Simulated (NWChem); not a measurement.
Everything below was run with NWChem. System: BiF3, charge 0, spin multiplicity 1, at a geometry optimised with B3LYP/def2-SVP with def2 effective core potentials on Bi. The structure started from a generated list of species. Level: RHF/def2-TZVP with def2 effective core potentials on Bi.

Output (cleaned and shortened):

```
             Northwest Computational Chemistry Package (NWChem) 7.3.0
             --------------------------------------------------------

                                NWChem Input Module
                                -------------------

 Scaling coordinates for geometry "geometry" by  1.889725989
 (inverse scale =  0.529177249)

 Turning off AUTOSYM since
 SYMMETRY directive was detected!

                             Geometry "geometry" -> ""
                             -------------------------

 Output coordinates in angstroms (scale by  1.889725989 to convert to a.u.)

  No.       Tag          Charge          X              Y              Z
 ---- ---------------- ---------- -------------- -------------- --------------
    1 Bi                  83.0000     0.00226700     0.25500600     0.00000000
    2 F                    9.0000    -0.87737400    -0.77616300     1.50766100
    3 F                    9.0000    -0.87737400    -0.77616300    -1.50766100
    4 F                    9.0000     1.73383700    -0.79940000     0.00000000

 Effective nuclear repulsion energy (a.u.)     627.5921385033

            Nuclear Dipole moment (a.u.)
            ----------------------------
        X                 Y               Z
 ---------------- ---------------- ----------------
    -0.0000718096    -0.0000680301     0.0000000000

      Symmetry information
      --------------------

 Group name             Cs
 Group number              2
 Group order               2
 No. of unique centers     3

      Symmetry unique atoms

     1    2    4


 Summary of "ao basis" -> "" (spherical)
 ------------------------------------------------------------------------------
       Tag                 Description            Shells   Functions and Types
 ---------------- ------------------------------  ------  ---------------------
 *                         def2-tzvp                  on all atoms

 Summary of "ao basis" -> "ao basis" (spherical)
 ------------------------------------------------------------------------------
       Tag                 Description            Shells   Functions and Types
 ---------------- ------------------------------  ------  ---------------------
 Bi                        def2-tzvp                16       50   6s5p3d2f
 F                         def2-tzvp                11       31   5s3p2d1f

                                 NWChem SCF Module
                                 -----------------

  ao basis        = "ao basis"
  functions       =   143
  atoms           =     4
  closed shells   =    25
  open shells     =     0
  charge          =   0.00
  wavefunction    = RHF
  use symmetry    = T
  symmetry adapt  = T

 Summary of "ao basis" -> "ao basis" (spherical)
 ------------------------------------------------------------------------------
       Tag                 Description            Shells   Functions and Types
 ---------------- ------------------------------  ------  ---------------------
 Bi                        def2-tzvp                16       50   6s5p3d2f
 F                         def2-tzvp                11       31   5s3p2d1f

      Symmetry analysis of basis
      --------------------------

        a'         85
        a"         58

 Forming initial guess at       0.2s

      Superposition of Atomic Density Guess
      -------------------------------------

 Sum of atomic energies:        -543.67889582

      Non-variational initial energy
      ------------------------------

 Total energy =    -511.533443
 1-e energy   =   -1199.111437
 2-e energy   =     482.838626
 HOMO         =      -0.431169
 LUMO         =      -0.016376

      Symmetry analysis of molecular orbitals - initial
      -------------------------------------------------

  Numbering of irreducible representations:

     1 a'          2 a"

  Orbital symmetries:

     1 a'          2 a'          3 a"          4 a'          5 a"
     6 a'          7 a'          8 a'          9 a'         10 a"
    11 a"         12 a'         13 a'         14 a"         15 a'
    16 a'         17 a"         18 a'         19 a'         20 a"
    21 a'         22 a"         23 a'         24 a"         25 a'
    26 a'         27 a"         28 a'         29 a'         30 a'
[...]
    31 a"         32 a'         33 a'         34 a'         35 a"

 Starting SCF solution at       3.9s

 ----------------------------------------------
         Quadratically convergent ROHF

 Convergence threshold     :          1.000E-07
 Maximum no. of iterations :          100
 Final Fock-matrix accuracy:          1.000E-09
 ----------------------------------------------

              iter       energy          gnorm     gmax       time
             ----- ------------------- --------- --------- --------
                 1     -511.9274539076  1.72D+00  3.33D-01      4.2
                 2     -512.0659656226  3.55D-01  6.12D-02      4.9
                 3     -512.0752332880  3.32D-02  8.02D-03      5.8
                 4     -512.0753812147  5.86D-04  1.01D-04      7.4
                 5     -512.0753812451  7.54D-08  2.49D-08      9.8

       Final RHF  results
       ------------------

         Total SCF energy =   -512.075381245071
      One-electron energy =  -1200.150003565736
      Two-electron energy =    483.335254476158
 Nuclear repulsion energy =    204.739367844507

        Time for solution =      5.9s

       Symmetry analysis of molecular orbitals - final
       -----------------------------------------------

  Numbering of irreducible representations:

     1 a'          2 a"

  Orbital symmetries:

     1 a'          2 a"          3 a'          4 a'          5 a'
     6 a"          7 a'          8 a'          9 a"         10 a'
    11 a'         12 a"         13 a'         14 a"         15 a'
    16 a'         17 a"         18 a'         19 a'         20 a"
    21 a'         22 a"         23 a"         24 a'         25 a'
    26 a'         27 a"         28 a'         29 a'         30 a'
    31 a"         32 a'         33 a'         34 a"         35 a'

             Final eigenvalues
             -----------------

              1
    1  -26.2599
    2  -26.2599
    3  -26.2599
    4   -6.7978
    5   -4.3772
    6   -4.3772
    7   -4.3750
    8   -1.5532
    9   -1.5532
   10   -1.5402
   11   -1.4307
   12   -1.4307
   13   -1.4275
   14   -1.4053
   15   -1.4053
   16   -0.8212
   17   -0.6434
   18   -0.6434
   19   -0.6343
   20   -0.6178
   21   -0.6178
   22   -0.6051
   23   -0.6006
   24   -0.6006
   25   -0.5026
   26    0.0310
   27    0.0310
   28    0.0587
   29    0.2184
   30    0.2250
   31    0.2250
   32    0.3247
   33    0.3668
   34    0.3668
   35    0.3709

                       ROHF Final Molecular Orbital Analysis
                       -------------------------------------

 Vector   23  Occ=2.000000D+00  E=-6.005613D-01  Symmetry=a"
              MO Center= -4.0D-01, -7.5D-01,  1.7D-09, r^2= 3.4D+00
   Bfn.  Coefficient  Atom+Function         Bfn.  Coefficient  Atom+Function
  ----- ------------  ---------------      ----- ------------  ---------------
    58      0.293262  2 F  pz                89      0.293262  3 F  pz
    61      0.259520  2 F  pz                92      0.259520  3 F  pz
   120      0.207076  4 F  pz               123      0.182140  4 F  pz
    64      0.165831  2 F  pz                95      0.165831  3 F  pz

 Vector   24  Occ=2.000000D+00  E=-6.005611D-01  Symmetry=a'
              MO Center=  3.8D-01, -7.5D-01, -9.9D-10, r^2= 3.4D+00
   Bfn.  Coefficient  Atom+Function         Bfn.  Coefficient  Atom+Function
  ----- ------------  ---------------      ----- ------------  ---------------
   118      0.322820  4 F  px               121      0.286023  4 F  px
    56      0.235376  2 F  px                87      0.235376  3 F  px
    59      0.207566  2 F  px                90      0.207566  3 F  px
   124      0.181613  4 F  px

 Vector   25  Occ=2.000000D+00  E=-5.025741D-01  Symmetry=a'
              MO Center=  9.7D-04,  1.1D-01, -2.9D-14, r^2= 3.2D+00
   Bfn.  Coefficient  Atom+Function         Bfn.  Coefficient  Atom+Function
  ----- ------------  ---------------      ----- ------------  ---------------
     5      0.470158  1 Bi s                  3     -0.412844  1 Bi s
     6      0.410386  1 Bi s                 11     -0.262508  1 Bi py
     2      0.248406  1 Bi s                 17      0.238883  1 Bi py
    14      0.194930  1 Bi py               119     -0.165099  4 F  py
     4     -0.164204  1 Bi s                 57     -0.163402  2 F  py

 Vector   26  Occ=0.000000D+00  E= 3.097888D-02  Symmetry=a'
              MO Center= -1.2D-01,  6.3D-01,  1.0D-10, r^2= 4.6D+00
   Bfn.  Coefficient  Atom+Function         Bfn.  Coefficient  Atom+Function
  ----- ------------  ---------------      ----- ------------  ---------------
    19      0.782947  1 Bi px                10     -0.334735  1 Bi px
    13      0.275586  1 Bi px                32      0.242729  1 Bi d -2
    16      0.194580  1 Bi px               117     -0.166994  4 F  s

 Vector   27  Occ=0.000000D+00  E= 3.098051D-02  Symmetry=a"
              MO Center=  1.3D-01,  6.3D-01, -1.1D-10, r^2= 4.6D+00
   Bfn.  Coefficient  Atom+Function         Bfn.  Coefficient  Atom+Function
  ----- ------------  ---------------      ----- ------------  ---------------
    21      0.782986  1 Bi pz                12     -0.334747  1 Bi pz
    15      0.275598  1 Bi pz                33      0.241072  1 Bi d -1
    18      0.194581  1 Bi pz

 Vector   28  Occ=0.000000D+00  E= 5.871379D-02  Symmetry=a'
              MO Center=  4.4D-03,  5.0D-01, -1.1D-14, r^2= 5.4D+00
   Bfn.  Coefficient  Atom+Function         Bfn.  Coefficient  Atom+Function
  ----- ------------  ---------------      ----- ------------  ---------------
    20      0.950621  1 Bi py                 5     -0.656122  1 Bi s
     3      0.289222  1 Bi s                 11     -0.258584  1 Bi py
    14      0.236352  1 Bi py                 4      0.225093  1 Bi s
     2     -0.187942  1 Bi s                 55      0.183381  2 F  s
    86      0.183381  3 F  s                117      0.183388  4 F  s

 center of mass
 --------------
 x =   0.00054340 y =   0.06118886 z =   0.00000000

 moments of inertia (a.u.)
 ------------------
         481.058635898080           1.209678116244           0.000000000000
           1.209678116244         616.835468724144           0.000000000000
           0.000000000000           0.000000000000         481.040521854217

  Mulliken analysis of the total density
  --------------------------------------

    Atom       Charge   Shell Charges
 -----------   ------   -------------------------------------------------------
    1 Bi  23    21.25   0.07 -0.62  1.80  0.79  1.20  0.61 -0.68  6.58  0.54  0.56  0.04  9.16  0.91  0.13  0.14  0.01
    2 F    9     9.58   0.77  1.20  0.60  1.00  0.40  2.22  2.28  1.12  0.00  0.01  0.00
    3 F    9     9.58   0.77  1.20  0.60  1.00  0.40  2.22  2.28  1.12  0.00  0.01  0.00
    4 F    9     9.58   0.77  1.20  0.60  1.00  0.40  2.22  2.28  1.12  0.00  0.01  0.00

       Multipole analysis of the density wrt the origin
       ------------------------------------------------

     L   x y z        total         open         nuclear
     -   - - -        -----         ----         -------
     0   0 0 0      0.000000      0.000000     50.000000

     1   1 0 0      0.020798      0.000000     -0.257112
     1   0 1 0      2.338688      0.000000    -28.913556
     1   0 0 1     -0.000000      0.000000      0.000000

     2   2 0 0    -36.045351      0.000000    146.099266
     2   1 1 0      0.036047      0.000000     -0.725759
     2   1 0 1      0.000000      0.000000      0.000000
     2   0 2 0    -31.997986      0.000000     64.603163
     2   0 1 1      0.000000      0.000000      0.000000
     2   0 0 2    -36.045888      0.000000    146.109205

 Task  times  cpu:        9.8s     wall:        9.8s

 Total times  cpu:        9.9s     wall:        9.9s
```

Question: Write an NWChem input that would produce this output.

Answer: This is not unique; one that fits is 
```
start mol
memory heap 200 mb stack 900 mb global 1100 mb
geometry units angstroms nocenter noautoz
  Bi     0.002267     0.255006     0.000000
  F     -0.877374    -0.776163     1.507661
  F     -0.877374    -0.776163    -1.507661
  F      1.733837    -0.799400     0.000000
  symmetry group Cs
end
basis spherical
  * library def2-tzvp
end
ecp
  Bi library def2-ecp
end
scf
  rhf
  nopen 0
  maxiter 100
  thresh 1e-7
  semidirect memsize 60000000 filesize 0
end
task scf energy
```
